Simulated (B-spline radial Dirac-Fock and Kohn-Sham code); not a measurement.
# What relativity does to the binding energies of Lu²⁷⁺

System: the Lu²⁷⁺ ion, configuration [Kr] 4d8.

Both columns are ΔSCF binding energies of the configuration average from a radial finite-basis atomic code: non-relativistic Hartree-Fock with a point nucleus, and Dirac-Fock with a finite nucleus and the Coulomb interaction alone, averaged over the two j levels with weights 2j+1.

| shell | Hartree-Fock (eV) | Dirac-Fock (eV) | shift (eV) | shift (%) |
| --- | --- | --- | --- | --- |
| 1s | 59857.8 | 64569.8 | +4712.03 | +7.87 |
| 2s | 10640.4 | 11878.1 | +1237.77 | +11.63 |
| 2p | 10197.5 | 10604.0 | +406.48 | +3.99 |
| 3s | 3161.1 | 3466.1 | +305.05 | +9.65 |
| 3p | 2959.3 | 3071.7 | +112.45 | +3.80 |
| 4s | 1287.6 | 1377.5 | +89.84 | +6.98 |
| 4p | 1198.4 | 1232.5 | +34.04 | +2.84 |
| 4d | 1041.8 | 1039.8 | -2.00 | -0.19 |

Relativity binds 1s, 2s, 2p, 3s, 3p, 4s, 4p more strongly, among those listed most of all 2s in relative terms, and 4d more weakly, because the contracted s and p shells screen the nucleus better.

Values without a named source are computed, but for edge energies of neutral atoms, which are taken from tables.
